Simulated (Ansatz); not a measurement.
# Ligand exchange: C2H5BrSi + C2H8Si → C2H8Si2 + C2H5Br

Species: C2H5BrSi `C=C[SiH2]Br`, singlet; C2H8Si `CC[SiH3]`, singlet; C2H8Si2 `C=C[SiH2][SiH3]`, singlet; C2H5Br (bromoethane) `CCBr`, singlet. The partners trade Br for SiH3: Si–Br and C–SiH3 bonds give way to Si–SiH3 and C–Br.

Shapes, held fixed at every level: PBE0-D4/def2-TZVP. Flexible molecules stand in one conformer, not always the lowest. Programs: Ansatz 0.2.0. The zero-point and thermal change to 298 K, harmonic and unscaled (PBE0-D4/def2-TZVP), is -0.9 kJ/mol.

```csv
level,kind,ΔH(298 K) (kJ/mol),less CCSD(T)/def2-TZVPP
HF/def2-SVP,Hartree–Fock,+144.0,+14.5
HF/def2-TZVPP,Hartree–Fock,+144.3,+14.8
PBE-D4/def2-TZVPP,GGA,+116.6,-12.9
PBE0-D4/def2-TZVPP,global hybrid,+125.2,-4.3
r2SCAN0-D4/def2-TZVPP,global hybrid,+134.7,+5.2
B2PLYP/def2-TZVPP,double hybrid,+132.8,+3.3
CCSD(T)/def2-TZVPP,coupled cluster or CI,+129.5,0.0
```

The highest level, CCSD(T)/def2-TZVPP, gives ΔH(298 K) = +129.5 kJ/mol; the levels span +116.6 to +144.3. The column of differences is taken from that level and isn't an error. No measured value is set beside it here. Relativity is left out for Br unless named. Correlated rows may include outer-core shells of Br, which these sets cover unevenly.
